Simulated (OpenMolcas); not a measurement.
Pd2+: ligand-field states by method

Pd2+ with its 6 nearest fluoride ions at 2.106 Å, on the Mg site of KMgF3 (a = 3.973 Å, distance in the model lattice 1.986 Å). The rest of the host is ab initio model potentials to 7.6 Å, with orthogonalisation functions on the cations behind the ligands, and point charges beyond; the distance is set by hand and nothing relaxes. Ligand basis ANO-RCC-VDZP.

```
Program             : OpenMolcas
Basis               : ANO-RCC-VTZP [7s6p4d2f1g]
Scalar Hamiltonian  : DKH2, point nucleus
Active space        : 8 electrons in 5 orbitals (4d)
State averaging     : 2S+1 = 3 even, 10 roots; 2S+1 = 1 even, 15 roots
Spin-orbit coupling : state interaction with AMFI integrals over the reference wave functions
```

I. CASSCF
II. SS-CASPT2, IPEA 0.25 Eh, imaginary shift 0.1 Eh (closed shells correlated: 4s 4p and the ligand valence shells)
III. SS-CASPT2, IPEA 0.25 Eh, real shift 0.3 Eh (closed shells correlated: 4s 4p and the ligand valence shells)

Spin-free states (labels of O, the rotations of Oh) in cm-1, each column counted from its own energy of the first state listed:

```csv
State,Degeneracy,I,II,III
3A2,1,0,0,0
3T2,3,13637,15950,15920
1E,2,13906,9440,9510
3T1,3,21088,22330,22330
1A1,1,23860,18060,18160
1T2,3,27117,25660,25680
1T1,3,31202,28980,29010
3T1,3,33158,33870,33880
1E,2,42688,43690,43670
1T2,3,43010,43780,43760
1A1,1,65249,59930,60130
```

From I to II, I's first state of the same spin (3T2) moves from 13637 to 15950 cm-1, by about +2300 cm-1.

From I to II, I's first state of another spin (1E) moves from 13906 to 9440 cm-1, by about -4500 cm-1.

I: A least-squares ligand-field fit to the states below 45000 cm-1, each weighted by its degeneracy and with a free common offset, gives 10Dq = 13650 cm-1, B = 885 cm-1 and C = 3532 cm-1 (C/B = 3.99), with an rms deviation of 67 cm-1. The same method and metal basis give the free ion B = 953 cm-1 (fit to its terms below 60000 cm-1, rms deviation 8 cm-1), so the nephelauxetic ratio is β = 885 / 953 = 0.93; it hangs on how both fits weigh the states, and computed free-ion B values tend to be too large, so β mixes covalency with correlation.

χT at 300 K: I 1.40, II 1.34, III 1.34 cm3 K/mol.

Roots that are degenerate in the reference are averaged as groups; the widest CASPT2 spread within a group is 230 cm-1 (the 3-fold group of multiplicity 3 near 22300 cm-1 above the lowest state of its run, II). Shifts and gaps below about the spread of the groups concerned are not significant. Over all roots computed the reference weight is 0.72 to 0.73 in II; a low but even weight reflects the number of correlated electrons. Real 4d8 and 5d8 ions are as a rule square planar and diamagnetic. Ligand-to-metal charge-transfer states are missing. With no ligand orbital active B as a rule stays too high, so bands that hang on it stand too high and its fall with covalency is understated. Without dynamic correlation the repulsion within the d shell is too large (B by tens of per cent), so at a given field states of lower spin stand too high (holds for I). With metal d orbitals alone the field can be off either way by tens of per cent (holds for I). With one d shell and no ligand orbital active, 10Dq can be off by a tenth or more (holds for II; III). No measured value stands beside these numbers; the geometry was set by hand and not optimised.
